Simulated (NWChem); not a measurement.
System: GeN₂H₆; SMILES [NH2][GeH2][NH2]

Program: NWChem. Structure relaxed at the PBE0/def2-SVP level. One conformer.

Diagonal of the polarisability tensor at PBE/def2-SVPD, static: 52.49, 55.61, 48.95 bohr³.

Problem. Find the mean polarisability volume, the molar refraction, and the refractive index that an ideal gas of it would have at 273.15 K and 1 atm.

Solution. 
1. Mean: one third of the trace = 52.35 bohr³ × 0.14818 Å³/bohr³ = 7.76 Å³.
2. Molar refraction (Lorentz-Lorenz): (4π/3) N_A α = 19.6 cm³/mol.
3. Number density p/kT = 2.687 × 10⁻⁵ Å⁻³; n − 1 = 2π N α = 13.10 × 10⁻⁴.
4. These hold the electronic response alone: vibrational and orientational terms add to the static dielectric constant.
